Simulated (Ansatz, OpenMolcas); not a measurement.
How methods differ on C2H6AlCl (dimethylaluminum chloride)

C2H6AlCl: 10 atoms, total charge 0, spin state singlet. As SMILES, `[CH3][Al]([CH3])[Cl]`. The coordinates come from a PBE0-D4/def2-TZVP relaxation.

Quantity: the vertical ionisation energy (to the doublet cation), in eV. The values are calculated.

```json
{"level": "SVWN5/cc-pVDZ", "kind": "LDA", "program": "OpenMolcas", "value (eV)": "9.56"}
{"level": "TPSS/cc-pVDZ", "kind": "meta-GGA", "program": "OpenMolcas", "value (eV)": "9.47"}
{"level": "PBE0/cc-pVDZ", "kind": "global hybrid", "program": "OpenMolcas", "value (eV)": "9.82"}
{"level": "r2SCAN0/cc-pVDZ", "kind": "hybrid meta-GGA", "program": "Ansatz", "value (eV)": "9.93"}
{"level": "CAM-B3LYP/cc-pVDZ", "kind": "range-separated hybrid", "program": "Ansatz", "value (eV)": "10.04"}
{"level": "wB97M-V/cc-pVDZ", "kind": "range-separated hybrid", "program": "Ansatz", "value (eV)": "10.10"}
{"level": "wB97X/cc-pVDZ", "kind": "range-separated hybrid", "program": "Ansatz", "value (eV)": "10.18"}
{"level": "MP2/cc-pVDZ", "kind": "perturbation theory", "program": "Ansatz", "value (eV)": "10.21"}
```

The values span 9.47 to 10.21 eV.
